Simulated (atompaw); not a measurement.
## Scattering properties, PAW (atompaw) potential for Cr (Z = 24)

```
Element                 : Cr (Z = 24)
Generator               : atompaw 4.2.0.5
Type                    : PAW
Functional              : PBE
Relativity              : non-relativistic
Frozen core             : [Ne] 3s2
Valence charge          : 12
Reference configuration : 3p6 3d4 4s0 4p0 (charge +2)
Partial waves           : 4s (bound, empty): rc 2.45 bohr; 4s channel at -1 Ry: rc 2.45 bohr; 3p (bound): rc 1.10 bohr; 4p (bound, empty): rc 1.50 bohr; 3d (bound): rc 2.45 bohr; 3d channel at 0.7 Ry: rc 2.45 bohr
Local potential         : bessel scheme, radius 2.30 bohr
Core correction         : smooth core density matched at 2.30 bohr
Augmentation charge     : gaussian compensation charge, radius 1.95 bohr; PAW radius 2.45 bohr; waves and projectors: custom polynom gramschmidtortho
```

The phase is arctan(r·u′/u) with u = r·R(r), unwrapped; energies in Ry, scanned from -7 to 5 Ry. A pole is an energy at which the radial function vanishes at the test radius. The pseudo phase is shifted by a multiple of π to meet the all-electron one at the reference energy, and phase errors are pseudo minus all-electron; the curves can meet again beyond the range given. Levels narrower than the energy grid can be missing from the lists of poles. n/a: not evaluated, since a narrow level or a reset projector energy made the automatic matching unsafe.

| channel | radius (bohr) | reference energy (Ry) | poles, all-electron | poles, pseudo | unbroken range about the reference energy with phases within 0.05 rad | phase error 1 Ry above the reference energy (rad) |
| --- | --- | --- | --- | --- | --- | --- |
| s | 2.47 | -1.36 | -6.86, 1.17 | 1.18 | n/a | n/a |
| p | 2.47 | -0.99 | -4.82, 2.14 | -4.82, 2.27 | below 4.4 | +0.004 |
| d | 2.47 | -1.69 | -1.49, 3.71 | -1.48, 4.77 | below 3.5 | +0.010 |

Note: ghost state, extra bound levels that the all-electron valence spectrum of the same l lacks: s at -55.4 eV. A true bound ghost makes a file unfit for plane-wave use.

Phases in the p channel:

| E (Ry) | all-electron | pseudo |
| --- | --- | --- |
| -7.00 | 1.390 | 1.391 |
| -6.76 | 1.385 | 1.386 |
| -6.52 | 1.380 | 1.380 |
| -6.28 | 1.373 | 1.374 |
| -6.04 | 1.366 | 1.366 |
| -5.80 | 1.357 | 1.357 |
| -5.56 | 1.344 | 1.344 |
| -5.32 | 1.322 | 1.323 |
| -5.08 | 1.258 | 1.259 |
| -4.84 | -1.508 | -1.508 |
| -4.60 | -1.740 | -1.739 |
| -4.36 | -1.775 | -1.775 |
| -4.12 | -1.795 | -1.795 |
| -3.88 | -1.812 | -1.812 |
| -3.64 | -1.829 | -1.828 |
| -3.40 | -1.846 | -1.846 |
| -3.16 | -1.866 | -1.865 |
| -2.92 | -1.888 | -1.888 |
| -2.68 | -1.915 | -1.914 |
| -2.44 | -1.948 | -1.947 |
| -2.20 | -1.989 | -1.988 |
| -1.96 | -2.042 | -2.042 |
| -1.72 | -2.115 | -2.115 |
| -1.48 | -2.220 | -2.220 |
| -1.24 | -2.380 | -2.379 |
| -1.00 | -2.634 | -2.634 |
| -0.76 | -3.029 | -3.029 |
| -0.52 | -3.510 | -3.509 |
| -0.28 | -3.906 | -3.902 |
| -0.04 | -4.161 | -4.157 |
| 0.20 | -4.321 | -4.316 |
| 0.44 | -4.427 | -4.422 |
| 0.68 | -4.501 | -4.496 |
| 0.92 | -4.556 | -4.550 |
| 1.16 | -4.599 | -4.593 |
| 1.40 | -4.634 | -4.627 |
| 1.64 | -4.663 | -4.655 |
| 1.88 | -4.688 | -4.679 |
| 2.12 | -4.710 | -4.700 |
| 2.36 | -4.731 | -4.719 |
| 2.60 | -4.750 | -4.736 |
| 2.84 | -4.768 | -4.753 |
| 3.08 | -4.786 | -4.768 |
| 3.32 | -4.805 | -4.783 |
| 3.56 | -4.824 | -4.798 |
| 3.80 | -4.844 | -4.814 |
| 4.04 | -4.867 | -4.829 |
| 4.28 | -4.892 | -4.846 |
| 4.52 | -4.921 | -4.864 |
| 4.76 | -4.957 | -4.883 |
| 5.00 | -5.001 | -4.905 |
